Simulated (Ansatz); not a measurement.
CCl2GaNO, SMILES `O=C=[N][Ga]([Cl])[Cl]`, 6 atoms. Total charge 0; spin multiplicity 1. Correlated methods include outer-core shells of Ga, which these sets cover unevenly. Scalar relativity is left out up to krypton. All runs use 4 threads of an Arm Neoverse V2 on a shared host. Correlated methods freeze the cores.

**Question.** How many basis functions does each run have, and how long does it take in Ansatz? RKS PBE0-D4/def2-TZVP relaxation (10 steps); RKS BLYP-D4/def2-TZVPP energy; direct RPA on PBE orbitals/def2-TZVPP energy; RHF-MP2/def2-QZVPP energy; RKS B97M-V/def2-TZVPP energy; RHF-CCSD(T)/def2-TZVPP energy; RKS ωB97M-V/def2-QZVPP energy; RKS PBE0-D4/def2-TZVP frequencies; RHF-CCSD(T)/def2-SVP energy; RKS PBE0-D4/def2-SVP energy; RKS ωB97M-V/def2-SVP energy; RKS PBE0-D4/def2-QZVPP energy. (An estimate is asked.)

**Answer.** Ansatz gave: Other jobs shared the machine, so times are rough.

```
                                level                    job  functions  wall time  peak host memory (GiB)
                 RKS PBE0-D4/def2-SVP                 energy        110      1.2 s                    0.25
               RKS BLYP-D4/def2-TZVPP                 energy        225      1.9 s                    0.32
direct RPA on PBE orbitals/def2-TZVPP                 energy        225      4.1 s                    0.47
                 RKS ωB97M-V/def2-SVP                 energy        110      4.6 s                    0.36
                 RHF-CCSD(T)/def2-SVP                 energy        110      6.5 s                    0.49
                RKS B97M-V/def2-TZVPP                 energy        225      6.5 s                     0.4
               RKS PBE0-D4/def2-QZVPP                 energy        400        9 s                     1.7
                   RHF-MP2/def2-QZVPP                 energy        400       16 s                     1.9
               RKS ωB97M-V/def2-QZVPP                 energy        400       19 s                       2
                RKS PBE0-D4/def2-TZVP  relaxation (10 steps)        215       44 s                    0.71
                RKS PBE0-D4/def2-TZVP            frequencies        215      120 s                    0.71
               RHF-CCSD(T)/def2-TZVPP                 energy        225    2.5 min                     3.6
```
